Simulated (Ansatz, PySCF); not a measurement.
This PySCF input computes a PBE/def2-TZVPD energy:

```python
from pyscf import gto, scf, dft

mol = gto.M(
    atom='''
    Mg   -0.00000000   -0.00000000   -0.69576168
    O     0.00000000    0.00000000    1.04364252
    ''',
    basis='def2-tzvpd',
    charge=0,
    spin=0,
    verbose=4,
)

mf = dft.RKS(mol, xc='pbe').density_fit(auxbasis='def2-universal-jkfit')
mf.grids.level = 3
mf.conv_tol = 1e-9
mf.max_cycle = 100
mf.max_memory = 1500
mf.kernel()
if not mf.converged:
    mf = mf.newton()
    mf.kernel(mf.make_rdm1())
mf.analyze()
```

Write an input for the same energy in Ansatz (a program for electronic structure) and say what it gives.


Ansatz 0.2 input:
```yaml
crystal:
  periodic: [false, false, false]
  atoms:
    - {symbol: Mg, position_ang: [-0.00000000, -0.00000000, -0.69576168]}
    - {symbol: O, position_ang: [0.00000000, 0.00000000, 1.04364252]}
basis:
  gaussian:
    orbitals: def2-TZVPD
hamiltonian:
  xc: {name: PBE}
output: {forces: true}
```
It gives -275.05990 Eh, and PySCF -275.05993 Eh, a difference of 0.03 mEh, from the treatment of integrals and grids.
